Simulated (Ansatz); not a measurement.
Two structures of GeH₂F₄, singlet, reached by relaxing down either side of one saddle point (PBE0-D4/def2-TZVP). Energies are electronic, without zero-point energy. Ansatz 0.2.0; basis: def2-TZVPP and def2-QZVPP; cores frozen in the correlated methods. Filled d shells of the heavier atoms are correlated. The def2 sets are not built for correlating such inner shells, so the correlated values are less sure here. Extrapolation: Hartree–Fock as exp(−7.88 √X), correlation as X^−2.97. First:

```
7
angstrom
Ge -0.1586 1.0250 0.3347
F 0.9067 -0.0800 1.0459
F -0.9298 0.3092 -0.9897
F -1.3187 1.4971 1.4717
F 0.7064 2.3822 -0.1861
H 0.6439 -2.6135 -0.5623
H 0.1502 -2.5201 -1.1142
```

Second:

Ge1  (-0.458, 0.357, -0.582)
F2  (1.526, -1.316, 1.036)
F3  (-1.901, 1.113, -1.091)
F4  (-0.644, 0.187, 1.127)
F5  (0.781, 1.507, -0.787)
H6  (0.908, -0.887, 1.579)
H7  (-0.213, -0.961, -1.282)
(Å)

(1) Which bonds change from the first to the second?

(2) Give the saddle point's structure and its height above each. (Judge from chemistry; the value comes from the calculation.)

T1 diagnostic: at most 0.014.

Answers

(1) GeF₄ ([F][Ge]([F])([F])[F]) + H₂ → GeHF₃ ([F][GeH]([F])[F]) + HF; bonds formed: Ge1–H7, F2–H6; bonds broken: Ge1–F2, H6–H7.

(2) The calculation gives: 194.9 kJ/mol above the first and 191.3 kJ/mol above the second (CCSD(T) at an estimated basis limit (MP2 extrapolated from triple and quadruple zeta, plus CCSD(T) − MP2 in triple zeta)).
Ge1  (-0.198, 0.366, -0.051)
F2  (1.092, -0.535, 1.051)
F3  (-1.305, 0.443, -1.361)
F4  (-1.210, 0.683, 1.273)
F5  (0.905, 1.588, -0.460)
H6  (0.664, -1.255, 0.155)
H7  (0.053, -1.290, -0.607)
(Å)

Labels in which every atom is bracketed show which atoms are joined, not bond orders.

For scale, one of the runs: CCSD(T)/def2-TZVPP, 200 basis functions, launched by `ansatz run in.yaml --threads 4 --pin off --events-out ev --progress --plain --max-ram 9574MiB`. Time: 2.7 min of wall clock on 4 CPU threads of an Intel Xeon; the host was shared. Peak host memory: 2.9 GiB.
